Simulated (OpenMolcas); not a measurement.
## OpenMolcas run: Co IV

Input:

```
&GATEWAY
Coord
1

Co 0.0 0.0 0.0
Basis=ANO-RCC-VDZP
Group=XYZ
NoMove
AngMom=0.0 0.0 0.0
AMFI
&SEWARD
* reference wave functions (RASSCF and RASSI steps not shown): 6 electrons in 5 orbitals (3d)
>>> COPY JOB001 $Project.JobIph
&CASPT2
Multistate=5 1 2 3 4 5
Frozen=2 3
IPEA=0.25
Imaginary=0.1
MaxIter=60
WThr=0.0 0.3 0.05
PrWF=0.5
NoMix
>>> COPY JOB002 $Project.JobIph
&CASPT2
Multistate=21 1 2 3 4 5 6 7 8 9 10 11 12 13 14 15 16 17 18 19 20 21
Frozen=2 3
IPEA=0.25
Imaginary=0.1
MaxIter=60
WThr=0.0 0.3 0.05
PrWF=0.5
NoMix
```

Launched by
```bash
OMP_NUM_THREADS=1 MOLCAS_MEM=2252 MOLCAS_PROJECT=a pymolcas a.inp > a.log  # once for each step of the input, in one work folder
```

Output, cut to the results:

```
--- CASPT2 ---
Orbital specifications:
      -----------------------

      Symmetry species                           1   2
                                                ag  au
      Frozen orbitals                            2   3
      Inactive orbitals                          1   3
      Active orbitals                            5   0
      Secondary orbitals                         7  13
      Deleted orbitals                           0   0
      Number of basis functions                 15  19
Type of calculation                        MS-CASPT2
      Fock operator                              state-specific
      IPEA shift                                 0.25
      Real shift                                 0.00
      Imaginary shift                            0.10
      The input orbitals will be transformed to quasi-canonical
Reference energy:       -1389.8445699648
      E2 (Non-variational):      -0.3057957287
      Shift correction:          -0.0000758889
      E2 (Variational):          -0.3058716176
      Total energy:           -1390.1504415824
      Residual norm:              0.0000008989
      Reference weight:           0.95813
      Contributions to the CASPT2 correlation energy
      Active & Virtual Only:         -0.0916141983
      One Inactive Excited:          -0.1486001966
      Two Inactive Excited:          -0.0655813338
Reference energy:       -1389.8445699648
      E2 (Non-variational):      -0.3057952775
      Shift correction:          -0.0000758910
      E2 (Variational):          -0.3058711685
      Total energy:           -1390.1504411333
      Residual norm:              0.0000009003
      Reference weight:           0.95813
      Contributions to the CASPT2 correlation energy
      Active & Virtual Only:         -0.0916140508
      One Inactive Excited:          -0.1485999238
      Two Inactive Excited:          -0.0655813029
::    CASPT2 Root  1     Total energy:  -1390.15044158
::    CASPT2 Root  2     Total energy:  -1390.15044113
::    CASPT2 Root  3     Total energy:  -1390.15044227
::    CASPT2 Root  4     Total energy:  -1390.15044117
::    CASPT2 Root  5     Total energy:  -1390.15044134
::    MS-CASPT2 Root  1     Total energy:  -1390.15044401
::    MS-CASPT2 Root  2     Total energy:  -1390.15044161
::    MS-CASPT2 Root  3     Total energy:  -1390.15044109
::    MS-CASPT2 Root  4     Total energy:  -1390.15044099
::    MS-CASPT2 Root  5     Total energy:  -1390.15043980
--- CASPT2 ---
Orbital specifications:
      -----------------------

      Symmetry species                           1   2
                                                ag  au
      Frozen orbitals                            2   3
      Inactive orbitals                          1   3
      Active orbitals                            5   0
      Secondary orbitals                         7  13
      Deleted orbitals                           0   0
      Number of basis functions                 15  19
Type of calculation                        MS-CASPT2
      Fock operator                              state-specific
      IPEA shift                                 0.25
      Real shift                                 0.00
      Imaginary shift                            0.10
      The input orbitals will be transformed to quasi-canonical
Reference energy:       -1389.7282333702
      E2 (Non-variational):      -0.3106904601
      Shift correction:          -0.0000769290
      E2 (Variational):          -0.3107673891
      Total energy:           -1390.0390007593
      Residual norm:              0.0000002595
      Reference weight:           0.95729
      Contributions to the CASPT2 correlation energy
      Active & Virtual Only:         -0.0909386008
      One Inactive Excited:          -0.1599622788
      Two Inactive Excited:          -0.0597895805
Reference energy:       -1389.7282333702
      E2 (Non-variational):      -0.3106370667
      Shift correction:          -0.0000766487
      E2 (Variational):          -0.3107137154
      Total energy:           -1390.0389470856
      Residual norm:              0.0000002588
      Reference weight:           0.95733
      Contributions to the CASPT2 correlation energy
      Active & Virtual Only:         -0.0909262789
      One Inactive Excited:          -0.1599382137
      Two Inactive Excited:          -0.0597725740
::    CASPT2 Root  1     Total energy:  -1390.03900076
::    CASPT2 Root  2     Total energy:  -1390.03894709
::    CASPT2 Root  3     Total energy:  -1390.03888945
::    CASPT2 Root  4     Total energy:  -1390.03894945
::    CASPT2 Root  5     Total energy:  -1390.03895615
::    CASPT2 Root  6     Total energy:  -1390.03894583
::    CASPT2 Root  7     Total energy:  -1390.03889502
::    CASPT2 Root  8     Total energy:  -1390.03892280
::    CASPT2 Root  9     Total energy:  -1390.03915600
::    CASPT2 Root 10     Total energy:  -1390.03892006
::    CASPT2 Root 11     Total energy:  -1390.03886924
::    CASPT2 Root 12     Total energy:  -1390.04460468
::    CASPT2 Root 13     Total energy:  -1390.04460915
::    CASPT2 Root 14     Total energy:  -1390.04461119
::    CASPT2 Root 15     Total energy:  -1390.03281208
::    CASPT2 Root 16     Total energy:  -1390.03261430
::    CASPT2 Root 17     Total energy:  -1390.03266909
::    CASPT2 Root 18     Total energy:  -1390.03273185
::    CASPT2 Root 19     Total energy:  -1390.03266182
::    CASPT2 Root 20     Total energy:  -1390.03306460
::    CASPT2 Root 21     Total energy:  -1390.03290924
::    MS-CASPT2 Root  1     Total energy:  -1390.04468850
::    MS-CASPT2 Root  2     Total energy:  -1390.04466477
::    MS-CASPT2 Root  3     Total energy:  -1390.04464564
::    MS-CASPT2 Root  4     Total energy:  -1390.03967484
::    MS-CASPT2 Root  5     Total energy:  -1390.03956209
::    MS-CASPT2 Root  6     Total energy:  -1390.03936834
::    MS-CASPT2 Root  7     Total energy:  -1390.03926541
::    MS-CASPT2 Root  8     Total energy:  -1390.03910532
...
```

Levels above the lowest, from the spin-orbit matrix with the single-state CASPT2 energies, averaged by term, on its diagonal:

```json
{"Configuration": "3d6", "Term": "5D", "J": "4", "E (cm-1)": "0.0", "Measured (cm-1)": "0.0", "g": "1.501", "Term weight %": "100"}
{"Configuration": "3d6", "Term": "5D", "J": "3", "E (cm-1)": "667", "Measured (cm-1)": "639", "g": "1.501", "Term weight %": "100"}
{"Configuration": "3d6", "Term": "5D", "J": "2", "E (cm-1)": "1123", "Measured (cm-1)": "1078", "g": "1.501", "Term weight %": "100"}
{"Configuration": "3d6", "Term": "5D", "J": "1", "E (cm-1)": "1409", "Measured (cm-1)": "", "g": "1.501", "Term weight %": "100"}
{"Configuration": "3d6", "Term": "5D", "J": "0", "E (cm-1)": "1548", "Measured (cm-1)": "1494", "g": "", "Term weight %": "100"}
{"Configuration": "3d6", "Term": "3P", "J": "2", "E (cm-1)": "23020", "Measured (cm-1)": "22883", "g": "1.501", "Term weight %": "100"}
{"Configuration": "3d6", "Term": "3H", "J": "6", "E (cm-1)": "24840", "Measured (cm-1)": "23680", "g": "1.167", "Term weight %": "100"}
{"Configuration": "3d6", "Term": "3P", "J": "1", "E (cm-1)": "24900", "Measured (cm-1)": "24729", "g": "1.501", "Term weight %": "100"}
{"Configuration": "3d6", "Term": "3H", "J": "5", "E (cm-1)": "25220", "Measured (cm-1)": "24032", "g": "1.033", "Term weight %": "100"}
{"Configuration": "3d6", "Term": "3H", "J": "4", "E (cm-1)": "25530", "Measured (cm-1)": "24272", "g": "0.800", "Term weight %": "100"}
```

Against the 8 measured excited levels shown (Sugar and Corliss, J. Phys. Chem. Ref. Data 10, 1097 (1981)) the mean absolute deviation is 510 cm-1; the largest miss in energy is 3d6 3H4: computed 25530, measured 24272 cm-1 (+5.2 %).

CASPT2 breaks the degeneracy within a term, and the mean is taken; among the terms shown or strongly mixed into the levels shown the widest spread is 63 cm-1 (3d6 3H). Some high roots are left out of the spin-orbit mixing, which shifts the levels that they would mix with. The basis is small and was not contracted for so high a charge. Computed and measured levels are paired by configuration, term and J; levels that our copy of the source lacks, or whose pairing is in doubt (as where it misses far off the trend of its configuration), stay unpaired and out of the deviations. Only configurations of the active space appear. The first state left out of the spin-orbit step lies near 32000 cm-1 above the lowest spin-free state of the reference (among the parities and spins computed), and the list stops at four fifths of that energy or lower.

The CASPT2 steps took 2 s on 1 thread of Arm Neoverse V2, on a shared host; the integral step is not counted.

The term weight is that of the spin-free term in the level, not the purity of its configuration.
